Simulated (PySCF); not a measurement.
chlorotrifluoromethane (CClF$_{3}$), singlet, at a GFN2-xTB geometry; CCSD(T)/STO-3G (PySCF).

Here is a job for PySCF.
```python
from pyscf import gto, scf, cc

mol = gto.M(
    atom='''
F    -0.86134566   -0.63254016   -1.02874238
C    -0.35035604   -0.00774362    0.01889747
F    -0.84407447    1.21875581    0.05006863
F    -0.74576507   -0.64039210    1.11088556
Cl    1.42134135    0.03141469   -0.07666418
''',
    basis='sto-3g',
    verbose=4,
)

mf = scf.RHF(mol)
mf.kernel()

mycc = cc.CCSD(mf, frozen=9)
mycc.kernel()
et = mycc.ccsd_t()
print('E(CCSD(T)) = %.10f' % (mycc.e_tot + et))
```

What the program printed (banner, timings and long lists left out):

```
PySCF version 2.14.0

[INPUT] verbose = 4
[INPUT] num. atoms = 5
[INPUT] num. electrons = 50
[INPUT] charge = 0
[INPUT] spin (= nelec alpha-beta = 2S) = 0
[INPUT] symmetry False subgroup None
[INPUT] Mole.unit = angstrom
[INPUT] Symbol           X                Y                Z      unit          X                Y                Z       unit  Magmom
[INPUT]  1 F     -0.861345660000  -0.632540160000  -1.028742380000 AA   -1.627707395983  -1.195327665189  -1.944041350933 Bohr   0.0
[INPUT]  2 C     -0.350356040000  -0.007743620000   0.018897470000 AA   -0.662076961687  -0.014633321013   0.035711042747 Bohr   0.0
[INPUT]  3 F     -0.844074470000   1.218755810000   0.050068630000 AA   -1.595069577037   2.303114693622   0.094615998132 Bohr   0.0
[INPUT]  4 F     -0.745765070000  -0.640392100000   1.110885560000 AA   -1.409291735567  -1.210165681335   2.099269464134 Bohr   0.0
[INPUT]  5 Cl     1.421341350000   0.031414690000  -0.076664180000 AA    2.685945881020   0.059365160388  -0.144874303764 Bohr   0.0

nuclear repulsion = 250.095095447637
number of shells = 17
number of NR pGTOs = 87
number of NR cGTOs = 29
basis = sto-3g
ecp = {}

******** <class 'pyscf.scf.hf.RHF'> ********
method = RHF
initial guess = minao
damping factor = 0
level_shift factor = 0
DIIS = <class 'pyscf.scf.diis.CDIIS'>
diis_start_cycle = 1
diis_space = 8
diis_damp = 0
SCF conv_tol = 1e-09
SCF conv_tol_grad = None
SCF max_cycles = 50
direct_scf = True
direct_scf_tol = 1e-13
Set gradient conv threshold to 3.16228e-05
Initial guess from minao.
init E= -786.52326274771
  HOMO = -0.520285606744717  LUMO = 0.192480730808577  gap/eV = 19.39536
cycle= 1 E= -785.856314039072  delta_E= 0.667  |g|= 0.829  |ddm|= 2.96
  HOMO = -0.435496082296077  LUMO = 0.175044865939062  gap/eV = 16.61367
cycle= 2 E= -786.076731229672  delta_E= -0.22  |g|= 0.272  |ddm|= 1.43
  HOMO = -0.429214426891633  LUMO = 0.312068147017401  gap/eV = 20.17133
cycle= 3 E= -786.098758743814  delta_E= -0.022  |g|= 0.0375  |ddm|= 0.335
  HOMO = -0.431854194501902  LUMO = 0.32154806115578  gap/eV = 20.50112
cycle= 4 E= -786.09981728002  delta_E= -0.00106  |g|= 0.00398  |ddm|= 0.117
  HOMO = -0.431054546651059  LUMO = 0.320129714699728  gap/eV = 20.44076
cycle= 5 E= -786.099826970507  delta_E= -9.69e-06  |g|= 0.000872  |ddm|= 0.00874
  HOMO = -0.430968188277362  LUMO = 0.320487763290281  gap/eV = 20.44816
cycle= 6 E= -786.099827423345  delta_E= -4.53e-07  |g|= 8.83e-05  |ddm|= 0.00223
  HOMO = -0.430946323456834  LUMO = 0.320482845182651  gap/eV = 20.44743
cycle= 7 E= -786.099827428682  delta_E= -5.34e-09  |g|= 1.32e-05  |ddm|= 0.000252
  HOMO = -0.43094589827382  LUMO = 0.320484431767196  gap/eV = 20.44746
cycle= 8 E= -786.099827428808  delta_E= -1.26e-10  |g|= 3.47e-06  |ddm|= 3.61e-05
  HOMO = -0.430946441406781  LUMO = 0.320484139160649  gap/eV = 20.44747
Extra cycle  E= -786.099827428815  delta_E= -7.28e-12  |g|= 1.6e-06  |ddm|= 6.57e-06
converged SCF energy = -786.099827428815

******** <class 'pyscf.cc.ccsd.CCSD'> ********
CC2 = 0
CCSD nocc = 16, nmo = 20
frozen orbitals 9
max_cycle = 50
direct = 0
conv_tol = 1e-07
conv_tol_normt = 1e-05
diis_space = 6
diis_start_cycle = 0
diis_start_energy_diff = 1e+09
Init t2, MP2 energy = -786.207553384173  E_corr(MP2) -0.107725955357202
Init E_corr(CCSD) = -0.107725955358291
cycle = 1  E_corr(CCSD) = -0.12183529273441  dE = -0.0141093374  norm(t1,t2) = 0.0500768
cycle = 2  E_corr(CCSD) = -0.128958549283522  dE = -0.00712325655  norm(t1,t2) = 0.0153269
cycle = 3  E_corr(CCSD) = -0.130565248198784  dE = -0.00160669892  norm(t1,t2) = 0.00661233
cycle = 4  E_corr(CCSD) = -0.131509129507528  dE = -0.000943881309  norm(t1,t2) = 0.00210946
cycle = 5  E_corr(CCSD) = -0.131464431047662  dE = 4.46984599e-05  norm(t1,t2) = 0.000474514
cycle = 6  E_corr(CCSD) = -0.13145748792861  dE = 6.94311905e-06  norm(t1,t2) = 0.0001413
cycle = 7  E_corr(CCSD) = -0.131458998646747  dE = -1.51071814e-06  norm(t1,t2) = 3.78932e-05
cycle = 8  E_corr(CCSD) = -0.131458173432656  dE = 8.25214091e-07  norm(t1,t2) = 8.85497e-06
cycle = 9  E_corr(CCSD) = -0.13145788154916  dE = 2.91883496e-07  norm(t1,t2) = 3.00279e-06
cycle = 10  E_corr(CCSD) = -0.131457863443327  dE = 1.81058334e-08  norm(t1,t2) = 6.70039e-07
CCSD converged
E(CCSD) = -786.2312852922587  E_corr = -0.1314578634433268
CCSD(T) correction = -0.00515906579729119
E(CCSD(T)) = -786.2364443581
```
